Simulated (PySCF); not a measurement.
C4H8O2S, charge -1, doublet, at the geometry of the source list (a state made from the parent by changing its charge; the spin is typed, not shown lowest); MP2/STO-3G (PySCF).

Here is a job for PySCF.
```python
from pyscf import gto, scf, mp

mol = gto.M(
    atom='''
O     2.15370000    1.24870000   -0.46550000
S     1.15940000    0.77730000    0.45840000
O     1.34220000    1.09490000    1.84770000
C    -0.51370000    1.29520000   -0.08850000
C    -1.04900000    0.04500000   -0.74980000
C    -0.58920000   -1.14330000    0.10210000
C     0.91180000   -1.02840000    0.24590000
H    -1.06620000    1.57120000    0.80460000
H    -0.40910000    2.14240000   -0.75690000
H    -2.13640000    0.06560000   -0.83280000
H    -0.62890000   -0.04640000   -1.75360000
H    -0.87980000   -2.08770000   -0.35970000
H    -1.05670000   -1.08360000    1.08710000
H     1.31570000   -1.53460000    1.11530000
H     1.44640000   -1.31630000   -0.65430000
''',
    basis='sto-3g',
    charge=-1,
    spin=1,
    verbose=4,
)

mf = scf.UHF(mol)
mf.kernel()

pt = mp.MP2(mf, frozen=11)
pt.kernel()
print('E(MP2) = %.10f' % pt.e_tot)
mf.analyze()
```

What the program printed (banner, timings and long lists left out):

```
PySCF version 2.14.0

[INPUT] verbose = 4
[INPUT] num. atoms = 15
[INPUT] num. electrons = 65
[INPUT] charge = -1
[INPUT] spin (= nelec alpha-beta = 2S) = 1
[INPUT] symmetry False subgroup None
[INPUT] Mole.unit = angstrom
[INPUT] Symbol           X                Y                Z      unit          X                Y                Z       unit  Magmom
[...]
nuclear repulsion = 430.995124393246
number of shells = 31
number of NR pGTOs = 141
number of NR cGTOs = 47
basis = sto-3g
ecp = {}

******** <class 'pyscf.scf.uhf.UHF'> ********
method = UHF
initial guess = minao
damping factor = 0
level_shift factor = 0
DIIS = <class 'pyscf.scf.diis.CDIIS'>
diis_start_cycle = 1
diis_space = 8
diis_damp = 0
SCF conv_tol = 1e-09
SCF conv_tol_grad = None
SCF max_cycles = 50
direct_scf = True
direct_scf_tol = 1e-13
number electrons alpha = 33  beta = 32
Set gradient conv threshold to 3.16228e-05
init E= -697.188310594453

cycle= 1 E= -694.125150516704  delta_E= 3.06  |g|= 0.521  |ddm|= 4.24
cycle= 2 E= -694.391418999635  delta_E= -0.266  |g|= 0.279  |ddm|= 1.89
cycle= 3 E= -694.450896393002  delta_E= -0.0595  |g|= 0.0771  |ddm|= 0.511
cycle= 4 E= -694.465670458779  delta_E= -0.0148  |g|= 0.0391  |ddm|= 0.465
cycle= 5 E= -694.470482013072  delta_E= -0.00481  |g|= 0.0141  |ddm|= 0.346
cycle= 6 E= -694.470943545944  delta_E= -0.000462  |g|= 0.00652  |ddm|= 0.0755
cycle= 7 E= -694.471053620814  delta_E= -0.00011  |g|= 0.00237  |ddm|= 0.0396
cycle= 8 E= -694.471068742885  delta_E= -1.51e-05  |g|= 0.000572  |ddm|= 0.0154
cycle= 9 E= -694.471069510293  delta_E= -7.67e-07  |g|= 0.000191  |ddm|= 0.00296
cycle= 10 E= -694.47106959374  delta_E= -8.34e-08  |g|= 6.58e-05  |ddm|= 0.00119
cycle= 11 E= -694.471069605899  delta_E= -1.22e-08  |g|= 3.35e-05  |ddm|= 0.000442
cycle= 12 E= -694.471069611664  delta_E= -5.77e-09  |g|= 2.75e-05  |ddm|= 0.000331
cycle= 13 E= -694.47106961668  delta_E= -5.02e-09  |g|= 2.71e-05  |ddm|= 0.000308
cycle= 14 E= -694.471069620044  delta_E= -3.36e-09  |g|= 2.7e-05  |ddm|= 0.000208
cycle= 15 E= -694.471069624646  delta_E= -4.6e-09  |g|= 2.7e-05  |ddm|= 0.000285
cycle= 16 E= -694.471069616781  delta_E= 7.87e-09  |g|= 2.7e-05  |ddm|= 0.000487
cycle= 17 E= -694.471069544298  delta_E= 7.25e-08  |g|= 2.67e-05  |ddm|= 0.00452
cycle= 18 E= -694.471069279839  delta_E= 2.64e-07  |g|= 2.61e-05  |ddm|= 0.0171
cycle= 19 E= -694.471069243701  delta_E= 3.61e-08  |g|= 2.57e-05  |ddm|= 0.00243
cycle= 20 E= -694.471068293801  delta_E= 9.5e-07  |g|= 9.56e-05  |ddm|= 0.0723
cycle= 21 E= -694.471068312333  delta_E= -1.85e-08  |g|= 0.000104  |ddm|= 0.00197
cycle= 22 E= -694.471068163827  delta_E= 1.49e-07  |g|= 7.78e-05  |ddm|= 0.0148
cycle= 23 E= -694.47106766413  delta_E= 5e-07  |g|= 0.000153  |ddm|= 0.0515
cycle= 24 E= -694.471067661893  delta_E= 2.24e-09  |g|= 0.000263  |ddm|= 0.0109
cycle= 25 E= -694.471067350469  delta_E= 3.11e-07  |g|= 0.000246  |ddm|= 0.0455
cycle= 26 E= -694.471067335308  delta_E= 1.52e-08  |g|= 0.000249  |ddm|= 0.00197
cycle= 27 E= -694.471067197226  delta_E= 1.38e-07  |g|= 0.000307  |ddm|= 0.0128
cycle= 28 E= -694.471067544402  delta_E= -3.47e-07  |g|= 8.04e-05  |ddm|= 0.0284
cycle= 29 E= -694.471067218819  delta_E= 3.26e-07  |g|= 0.000128  |ddm|= 0.0541
cycle= 30 E= -694.471067215066  delta_E= 3.75e-09  |g|= 0.000107  |ddm|= 0.00287
cycle= 31 E= -694.471067144383  delta_E= 7.07e-08  |g|= 2.73e-05  |ddm|= 0.0221
cycle= 32 E= -694.471067062346  delta_E= 8.2e-08  |g|= 3.63e-05  |ddm|= 0.0239
cycle= 33 E= -694.471067045009  delta_E= 1.73e-08  |g|= 1.97e-05  |ddm|= 0.00647
cycle= 34 E= -694.471066896208  delta_E= 1.49e-07  |g|= 0.000107  |ddm|= 0.0565
cycle= 35 E= -694.471066916743  delta_E= -2.05e-08  |g|= 7.95e-05  |ddm|= 0.00589
cycle= 36 E= -694.471066916916  delta_E= -1.73e-10  |g|= 6.76e-05  |ddm|= 0.00171
cycle= 37 E= -694.471066941745  delta_E= -2.48e-08  |g|= 5.19e-06  |ddm|= 0.00855
cycle= 38 E= -694.471066893391  delta_E= 4.84e-08  |g|= 3.14e-05  |ddm|= 0.0259
cycle= 39 E= -694.471066882181  delta_E= 1.12e-08  |g|= 1.46e-05  |ddm|= 0.00779
cycle= 40 E= -694.471066805877  delta_E= 7.63e-08  |g|= 3.99e-05  |ddm|= 0.0464
cycle= 41 E= -694.471066856946  delta_E= -5.11e-08  |g|= 4e-05  |ddm|= 0.0321
cycle= 42 E= -694.471066870824  delta_E= -1.39e-08  |g|= 4.28e-05  |ddm|= 0.00915
cycle= 43 E= -694.471066894749  delta_E= -2.39e-08  |g|= 5.1e-05  |ddm|= 0.0156
cycle= 44 E= -694.471066883224  delta_E= 1.15e-08  |g|= 7.65e-05  |ddm|= 0.00317
cycle= 45 E= -694.471066907266  delta_E= -2.4e-08  |g|= 8.3e-05  |ddm|= 0.0152
cycle= 46 E= -694.471066927588  delta_E= -2.03e-08  |g|= 8.7e-05  |ddm|= 0.0115
cycle= 47 E= -694.471066968075  delta_E= -4.05e-08  |g|= 9.56e-05  |ddm|= 0.0204
cycle= 48 E= -694.47106696083  delta_E= 7.24e-09  |g|= 0.000126  |ddm|= 0.00238
cycle= 49 E= -694.471066889396  delta_E= 7.14e-08  |g|= 4.4e-06  |ddm|= 0.0525
cycle= 50 E= -694.471066833362  delta_E= 5.6e-08  |g|= 1.94e-05  |ddm|= 0.0352
SCF not converged.
SCF energy = -694.471066833362 after 50 cycles  <S^2> = 0.82210737  2S+1 = 2.0708524

******** <class 'pyscf.mp.ump2.UMP2'> ********
nocc = (np.int64(22), np.int64(21)), nmo = (36, 36)
frozen orbitals 11
Init E(MP2) = -0.295415868647795
cycle = 1  E_corr(MP2) = -0.295415510607862  dE = 3.58039932e-07  norm(t2) = 2.04501e-06
cycle = 2  E_corr(MP2) = -0.295415510612971  dE = -5.1084692e-12  norm(t2) = 1.90125e-11
E(UMP2) = -694.766482343975  E_corr = -0.295415510612971
E(SCS-UMP2) = -694.783804779785  E_corr = -0.312737946423464
E_corr(same-spin) = -0.0481853842062709
E_corr(oppo-spin) = -0.2472301264067
E(MP2) = -694.7664823440
**** SCF Summaries ****
Total Energy =                        -694.471066833361874
Nuclear Repulsion Energy =             430.995124393245590
One-electron Energy =                -1832.196083463614059
Two-electron Energy =                  706.729892237006538
Two-electron Coulomb Energy =          773.141849227404691
DFT Exchange-Correlation Energy =      -66.411956990398153
**** MO energy ****
                             alpha | beta                alpha | beta
[...]
To work with the spin densities directly, `use mulliken_meta_spin()` only printing them here.

 ** Mulliken spin pop alpha/beta on meta-lowdin orthogonal AOs **
 ** Mulliken Spin Density (per AO)  **
spin_pop of  0 O 1s        0.00000
spin_pop of  0 O 2s       -0.00018
spin_pop of  0 O 2px       0.01281
spin_pop of  0 O 2py      -0.04900
spin_pop of  0 O 2pz      -0.01188
spin_pop of  1 S 1s        0.00000
spin_pop of  1 S 2s        0.00013
spin_pop of  1 S 3s        0.14556
spin_pop of  1 S 2px       0.00013
spin_pop of  1 S 2py       0.00001
spin_pop of  1 S 2pz       0.00001
spin_pop of  1 S 3px       0.13488
spin_pop of  1 S 3py      -0.03349
spin_pop of  1 S 3pz       0.02990
spin_pop of  2 O 1s        0.00000
spin_pop of  2 O 2s       -0.00020
spin_pop of  2 O 2px       0.00630
spin_pop of  2 O 2py      -0.04812
spin_pop of  2 O 2pz      -0.00656
spin_pop of  3 C 1s       -0.00001
spin_pop of  3 C 2s        0.08693
spin_pop of  3 C 2px       0.35560
spin_pop of  3 C 2py       0.04078
spin_pop of  3 C 2pz       0.07010
spin_pop of  4 C 1s        0.00000
spin_pop of  4 C 2s       -0.00890
spin_pop of  4 C 2px      -0.00915
spin_pop of  4 C 2py      -0.01573
spin_pop of  4 C 2pz      -0.00783
spin_pop of  5 C 1s        0.00000
spin_pop of  5 C 2s       -0.00565
spin_pop of  5 C 2px      -0.01266
spin_pop of  5 C 2py      -0.00352
spin_pop of  5 C 2pz       0.00087
spin_pop of  6 C 1s       -0.00001
spin_pop of  6 C 2s        0.06577
spin_pop of  6 C 2px       0.04422
spin_pop of  6 C 2py       0.27473
spin_pop of  6 C 2pz       0.03199
spin_pop of  7 H 1s       -0.03692
spin_pop of  8 H 1s       -0.03443
spin_pop of  9 H 1s        0.01685
spin_pop of  10 H 1s        0.00384
spin_pop of  11 H 1s        0.01157
spin_pop of  12 H 1s        0.00214
spin_pop of  13 H 1s       -0.02331
spin_pop of  14 H 1s       -0.02757
 ** Mulliken Spin Density (per atom)  **
spin density of  0 O =     -0.04825
spin density of  1 S =      0.27713
spin density of  2 O =     -0.04859
spin density of  3 C =      0.55340
spin density of  4 C =     -0.04160
spin density of  5 C =     -0.02096
spin density of  6 C =      0.41670
spin density of  7 H =     -0.03692
spin density of  8 H =     -0.03443
spin density of  9 H =      0.01685
spin density of  10 H =      0.00384
spin density of  11 H =      0.01157
spin density of  12 H =      0.00214
spin density of  13 H =     -0.02331
spin density of  14 H =     -0.02757
 ** Mulliken pop alpha/beta on meta-lowdin orthogonal AOs **
 ** Mulliken pop       alpha | beta **
In total            33.00000 | 32.00000
 ** Mulliken atomic charges   ( Nelec_alpha | Nelec_beta ) **
charge of  0O =     -0.69706  (     4.32441      4.37265 )
charge of  1S =      1.10471  (     7.58621      7.30908 )
charge of  2O =     -0.69682  (     4.32412      4.37270 )
charge of  3C =     -0.26900  (     3.41120      2.85780 )
charge of  4C =     -0.05720  (     3.00780      3.04940 )
charge of  5C =     -0.05775  (     3.01839      3.03935 )
charge of  6C =     -0.25714  (     3.33692      2.92022 )
charge of  7H =     -0.01780  (     0.49044      0.52736 )
charge of  8H =     -0.01886  (     0.49221      0.52665 )
charge of  9H =     -0.01256  (     0.51471      0.49785 )
charge of  10H =      0.00449  (     0.49968      0.49584 )
charge of  11H =     -0.01029  (     0.51093      0.49936 )
charge of  12H =      0.00681  (     0.49766      0.49553 )
charge of  13H =     -0.01214  (     0.49442      0.51772 )
charge of  14H =     -0.00939  (     0.49091      0.51848 )

WARN: System has nonzero charge -1; the dipole moment is origin-dependent.
Location of origin: [0. 0. 0.]

Dipole moment(X, Y, Z, Debye): -5.58821, -4.15208, -2.23784
```

Convergence was not reached.
